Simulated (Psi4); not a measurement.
propene (C₃H₆), singlet, geometry from GFN2-xTB; PBE/6-31G, TDDFT in Psi4 1.11.

Psi4 was given this input:
```
memory 2 GB

molecule mol {
0 1
  C     1.279892    0.123522    0.009191
  C     0.008252    0.474861    0.009243
  H     1.580863   -0.911474   -0.009262
  H     2.074598    0.849719    0.027481
  H    -0.266597    1.522093    0.028072
  C    -1.135740   -0.482434   -0.015379
  H    -0.783764   -1.510907   -0.033434
  H    -1.764433   -0.339590    0.863349
  H    -1.755096   -0.305534   -0.894541
symmetry c1
}

set basis 6-31g
set reference rks
set puream true
set save_jk true
set tdscf_states [5]
set tdscf_tda false
set d_convergence 1e-8

energy('td-pbe')
print_variables()
```

What the program printed (banner, timings and long lists left out):

```
   => Loading Basis Set <=

    Name: 6-31G
    Role: ORBITAL
    Keyword: BASIS

         ---------------------------------------------------------
                                   SCF
               by Justin Turney, Rob Parrish, Andy Simmonett
                          and Daniel G. A. Smith
                              RKS Reference
         ---------------------------------------------------------

  ==> Geometry <==

    Molecular point group: c1
    Full point group: C1

    Geometry (in Angstrom), charge = 0, multiplicity = 1:

       Center              X                  Y                   Z               Mass
    ------------   -----------------  -----------------  -----------------  -----------------
         C            1.258314607123     0.107105799142     0.008758589850    12.000000000000
         C           -0.013325392877     0.458444799142     0.008810589850    12.000000000000
         H            1.559285607123    -0.927890200858    -0.009694410150     1.007825032230
         H            2.053020607123     0.833302799142     0.027048589850     1.007825032230
         H           -0.288174392877     1.505676799142     0.027639589850     1.007825032230
         C           -1.157317392877    -0.498850200858    -0.015811410150    12.000000000000
         H           -0.805341392877    -1.527323200858    -0.033866410150     1.007825032230
         H           -1.786010392877    -0.356006200858     0.862916589850     1.007825032230
         H           -1.776673392877    -0.321950200858    -0.894973410150     1.007825032230

  Running in c1 symmetry.

  Rotational constants: A =      1.57118  B =      0.31579  C =      0.27637 [cm^-1]
  Rotational constants: A =  47102.67173  B =   9467.22869  C =   8285.49546 [MHz]
  Nuclear repulsion =   71.248560126238743

  Charge       = 0
  Multiplicity = 1
  Electrons    = 24
  Nalpha       = 12
  Nbeta        = 12

  ==> Algorithm <==

  SCF Algorithm Type is DF.
  DIIS enabled.
  MOM disabled.
  Fractional occupation disabled.
  Guess Type is SAD.
  Energy threshold   = 1.00e-06
  Density threshold  = 1.00e-08
  Integral threshold = 1.00e-12

  ==> Primary Basis <==

  Basis Set: 6-31G
    Blend: 6-31G
    Number of shells: 27
    Number of basis functions: 39
    Number of Cartesian functions: 39
    Spherical Harmonics?: true
    Max angular momentum: 1

  ==> DFT Potential <==

   => LibXC <=

    Version 7.1.2
[...]
  @DF-RKS Final Energy:  -117.70605668639654
    Total Energy =                       -117.7060566863965363
[...]
     4        A->A (1 A)       0.32820         8.93073        -117.37786       0.0034          0.0041         -0.0000          0.0000
     5        A->A (1 A)       0.33290         9.05859        -117.37316       0.0002          0.0001         -0.0000         -0.0000

Contributing excitations and de-excitations
Only contributions with abs(coeff) > 1.00e-01 will be printed:

Excited State    1 (1 A):   0.29943 au   152.17 nm f = 0.4138
  Sums of squares: Xssq =  1.028979e+00; Yssq =  2.897900e-02; Xssq - Yssq =  1.000000e+00
      9a  ->  13a     0.204165 ( 4.168%)
     12a  ->  13a    -0.970498 (94.187%)
     12a  <-  13a     0.150062 ( 2.252%)

Excited State    2 (1 A):   0.30351 au   150.12 nm f = 0.0000
  Sums of squares: Xssq =  1.000238e+00; Yssq =  2.381159e-04; Xssq - Yssq =  1.000000e+00
     11a  ->  13a    -0.981429 (96.320%)
     12a  ->  14a     0.145029 ( 2.103%)

Excited State    3 (1 A):   0.31405 au   145.08 nm f = 0.0059
  Sums of squares: Xssq =  1.000217e+00; Yssq =  2.166009e-04; Xssq - Yssq =  1.000000e+00
     11a  ->  13a    -0.146662 ( 2.151%)
     12a  ->  14a    -0.982993 (96.628%)

Excited State    4 (1 A):   0.32820 au   138.83 nm f = 0.0034
  Sums of squares: Xssq =  1.000366e+00; Yssq =  3.664878e-04; Xssq - Yssq =  1.000000e+00
     10a  ->  13a    -0.986456 (97.309%)

Excited State    5 (1 A):   0.33290 au   136.87 nm f = 0.0002
  Sums of squares: Xssq =  1.000119e+00; Yssq =  1.187048e-04; Xssq - Yssq =  1.000000e+00
     12a  ->  15a     0.988169 (97.648%)

******************************************************************************************
**********                               WARNING                                **********
**********       The names of excited state variables changed between 1.5       **********
**********     and 1.6. For a quick solution, remove the symmetry specifier     **********
**********   from the variable name. For full details, see 'Notes on Psivars'   **********
**********                        in the documentation.                         **********
******************************************************************************************

  Variable Map:
  ----------------------------------------------------------------------------
[...]
  Array Variable Map:
  ----------------------------------------------------------------------------
[...]
[...]
```
